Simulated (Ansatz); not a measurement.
Reaction (ligand exchange at a Ge–F bond): `[F][GeH2][O]C(F)(F)F` + HCl → `FC(F)(F)[O][GeH2][Cl]` + H–F

Calculated with Ansatz (gas phase, PBE0-D4/def2-TZVP geometries, no zero-point term in ΔE). CBS: MP2 limit from def2 TZ/QZ plus the TZ coupled-cluster correction, frozen cores. This one scheme is used for every species. DFT in def2-TZVPP. B3LYP here is the variant with VWN-RPA as its local correlation; programs differ in this. For Ge outer-core shells are correlated without core-valence functions, which leaves a few kJ/mol of doubt a bond. Scalar relativity is left out up to krypton. One conformer a species, not always the lowest.

```
             level  ΔE (kcal/mol)  difference from CCSD(T)/CBS
           PBE0-D4           -3.9                         -0.7
            B2PLYP           -1.3                          1.9
              PBE0           -3.1                          0.1
             B3LYP           -0.7                          2.5
    MP2/def2-TZVPP           -3.2                          0.0
SCS-MP2/def2-TZVPP           -1.7                          1.5
CCSD(T)/def2-TZVPP           -2.1                          1.1
      HF/CBS(def2)            0.3                          3.5
     MP2/CBS(def2)           -4.4                         -1.2
    CCSD/CBS(def2)           -2.9                          0.3
       CCSD(T)/CBS           -3.2                            0
```

Largest T1 diagnostic among the species: 0.012.

From PBE to PBE0 (25 % exact exchange), in def2-TZVPP and without D4, ΔE moves by −0.8 kcal/mol. In def2-TZVPP, CCSD(T) changes the Hartree–Fock value by −1.8 kcal/mol (the triples alone add −0.3 kcal/mol) and MP2 by −3.0 kcal/mol.
